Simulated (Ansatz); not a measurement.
Ansatz (a program for electronic structure) input:

Ansatz 0.2 input:
```yaml
crystal:
  periodic: [false, false, false]
  atoms:
    - {symbol: C, position_ang: [-0.52259556, 1.41380818, -0.54710335]}
    - {symbol: C, position_ang: [-0.47628879, -0.00863254, -0.10906475]}
    - {symbol: C, position_ang: [-1.76113446, -0.73758789, 0.07712034]}
    - {symbol: C, position_ang: [0.73653517, -0.51459163, 0.60259510]}
    - {symbol: N, position_ang: [1.98103512, -0.12297846, -0.06787998]}
    - {symbol: H, position_ang: [0.47082954, 1.78409374, -0.79625337]}
    - {symbol: H, position_ang: [-0.92322001, 2.06075267, 0.25152764]}
    - {symbol: H, position_ang: [-1.18221459, 1.54698921, -1.40901904]}
    - {symbol: H, position_ang: [-1.61418387, -1.81869408, 0.13333524]}
    - {symbol: H, position_ang: [-2.46315045, -0.52641688, -0.73370246]}
    - {symbol: H, position_ang: [-2.26847651, -0.43754736, 1.00949665]}
    - {symbol: H, position_ang: [0.63649361, -1.60091063, 0.74420106]}
    - {symbol: H, position_ang: [0.77768246, -0.08277357, 1.61760298]}
    - {symbol: H, position_ang: [2.05416823, -0.58675710, -0.96638075]}
    - {symbol: H, position_ang: [2.78572766, -0.39586353, 0.48306804]}
basis:
  gaussian:
    orbitals: aug-cc-pVDZ
magnetization: {spin_polarized: true, initial_magnetization: 1}
correlation: {method: ccsd_t, electrons: outside_noble_gas}
output: {forces: true}
```

**Question.** What final total energy does it print?

**Answer.** -212.57412 Eh (CCSD(T)/aug-cc-pVDZ). The basis has 205 functions.

It need not be the lowest isomer of its formula.
